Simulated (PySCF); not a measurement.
Hf(OH)2 (H2HfO2), SMILES [OH][Hf][OH] (connectivity only; charge and spin as stated), neutral, multiplicity 3.

The structure is a stationary point at PBE-D3(BJ)/def2-TZVP. The spin state was assumed, not searched. The def2 effective core potentials stand for the cores of Hf; spin–orbit coupling is left out. One conformer was computed; it need not be the lowest.

Computed with ωB97X/def2-TZVPD run with PySCF.

Gas-phase values at a fixed geometry.

Question: Estimate the frontier levels, dipole moment and polarisability. (The exact figures need the calculation; the answer reports its results.)

Answer: 
| Item | Value |
|---|---|
| α spin, highest occupied and lowest empty level | -6.15 and 1.00 eV |
| β spin, highest occupied and lowest empty level | -11.46 and -0.51 eV |
| dipole moment | 0.323 e·Å |
| quadrupole, principal values (traceless, Buckingham form, about the centre of nuclear charge) | -3.50, 0.74, 2.76 D·Å |
| mean static polarisability | 77.1 bohr³ (11.43 Å³) |
| polarisability, principal values | 63.9, 83.3, 84.1 bohr³ |
| ⟨S²⟩ | 2.001 (pure state 2.00) |
